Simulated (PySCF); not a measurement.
# Field gradients at the hydrogen positions

Species: C6H13OP.
Cartesian coordinates in Å at the GFN2-xTB level; atoms count from 1:
```xyz
21
C6H13OP angstrom
C      2.754    0.348    0.737
P      1.094    1.023    0.376
O      1.127    2.388   -0.154
C      0.271   -0.222   -0.704
C     -0.313   -1.360    0.133
C     -1.751   -0.916    0.466
C     -1.940    0.444   -0.217
C     -0.935    0.433   -1.362
H      2.722   -0.679    1.087
H      3.341    0.412   -0.179
H      3.218    0.983    1.490
H      0.447    0.904    1.607
H      1.016   -0.560   -1.433
H      0.275   -1.530    1.036
H     -0.319   -2.287   -0.441
H     -2.468   -1.638    0.072
H     -1.914   -0.845    1.541
H     -1.672    1.254    0.467
H     -2.964    0.601   -0.552
H     -1.296   -0.171   -2.197
H     -0.701    1.435   -1.721
```

Level: PBE0/pcSseg-1 (PySCF, non-relativistic); Q(2H) = 0.00286 b; rigid geometry, the same for H and D, with no vibrational averaging.

**Question.** Rank these positions by the coupling χzz of a deuteron there, largest first.
A. H12 (P–H hydrogen)
B. H10 (methyl hydrogen)
C. H18 (methylene hydrogen)
D. H9 (methyl hydrogen)

**Answer.** D (216 kHz), B (209 kHz), C (200 kHz), A (125 kHz).

**Question.** Give the electric field gradient Vzz (the principal value of largest size), its asymmetry and the 2H coupling at each hydrogen.

**Answer.** 
```json
{"atom": "H9", "bonded to": "C1", "bond length (Å)": "1.085", "Vzz (au)": "0.3215", "η": "0.01", "χzz (kHz)": "216"}
{"atom": "H10", "bonded to": "C1", "bond length (Å)": "1.090", "Vzz (au)": "0.3117", "η": "0.01", "χzz (kHz)": "209"}
{"atom": "H11", "bonded to": "C1", "bond length (Å)": "1.089", "Vzz (au)": "0.3135", "η": "0.01", "χzz (kHz)": "211"}
{"atom": "H12", "bonded to": "P2", "bond length (Å)": "1.396", "Vzz (au)": "0.1861", "η": "0.01", "χzz (kHz)": "125"}
{"atom": "H13", "bonded to": "C4", "bond length (Å)": "1.095", "Vzz (au)": "0.3006", "η": "0.02", "χzz (kHz)": "202"}
{"atom": "H14", "bonded to": "C5", "bond length (Å)": "1.091", "Vzz (au)": "0.3069", "η": "0.03", "χzz (kHz)": "206"}
{"atom": "H15", "bonded to": "C5", "bond length (Å)": "1.091", "Vzz (au)": "0.3071", "η": "0.01", "χzz (kHz)": "206"}
{"atom": "H16", "bonded to": "C6", "bond length (Å)": "1.090", "Vzz (au)": "0.3076", "η": "0.02", "χzz (kHz)": "207"}
{"atom": "H17", "bonded to": "C6", "bond length (Å)": "1.090", "Vzz (au)": "0.3099", "η": "0.01", "χzz (kHz)": "208"}
{"atom": "H18", "bonded to": "C7", "bond length (Å)": "1.094", "Vzz (au)": "0.2979", "η": "0.02", "χzz (kHz)": "200"}
{"atom": "H19", "bonded to": "C7", "bond length (Å)": "1.089", "Vzz (au)": "0.3129", "η": "0.01", "χzz (kHz)": "210"}
{"atom": "H20", "bonded to": "C8", "bond length (Å)": "1.092", "Vzz (au)": "0.3063", "η": "0.01", "χzz (kHz)": "206"}
{"atom": "H21", "bonded to": "C8", "bond length (Å)": "1.090", "Vzz (au)": "0.3011", "η": "0.01", "χzz (kHz)": "202"}
```

**Question.** Average by the element that carries the hydrogen.

**Answer.** on C: 207 kHz over 12 positions, mean bond length 1.090 Å; on P: 125 kHz over 1 position, mean bond length 1.396 Å.

**Question.** How does χzz go with the bond length over the 12 C–H bonds?

**Answer.** A straight-line fit has a slope of -15.7 kHz for each 0.01 Å, with a correlation coefficient of -0.89, over lengths from 1.085 to 1.095 Å. The longer bonds have the smaller couplings here.

**Question.** A static deuteron (I = 1) shows a doublet split by (3/2)χ, (3/4)χ(1 + η) and (3/4)χ(1 − η) with the field along z, y and x of the gradient. What are these for H15?

**Answer.** With |χ| = 206.4 kHz and η = 0.012: 310, 157 and 153 kHz, to first order and without motion.

Isolated species at its GFN2-xTB geometry (one conformer only). GFN2-xTB bond lengths can be off by several hundredths of an ångström, more for odd bonds, and the gradients follow them. These gradients aren't converged with respect to the basis.
